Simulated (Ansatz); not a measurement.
Molecule: sum formula PbClF (charge 0, singlet). SMILES: [Pb]([F])[Cl]
Coordinates optimised at B3LYP-D3(BJ)/def2-TZVP (Ansatz, a first-principles code):
```xyz
3

Pb     0.1300     0.1168     0.3636
F      0.9246     1.4374    -1.0008
Cl    -1.1166    -1.3244    -1.2239
```
Charge 0, spin multiplicity 1.

Question: Give the harmonic wavenumbers at B3LYP-D3(BJ)/def2-TZVP (Ansatz, finite differences of forces, unscaled).

Answer: 127, 306, 520 cm⁻¹. Zero-point energy 1.4 kcal/mol.

Question: From these and the geometry, give the ideal-gas thermochemistry at 298.15 K and 1 atm (rigid rotor, harmonic oscillator).

Answer: Point group Cs, rotational symmetry number 1. Rotational constants 7.356, 2.55, 1.893 GHz. S(trans) 42.59, S(rot) 26.61, S(vib) 4.98, S(elec, spin only) 0.00, S 74.2 cal/(mol K). H(298) - H(0) 3.19 kcal/mol; G - E(el) -17.6 kcal/mol.
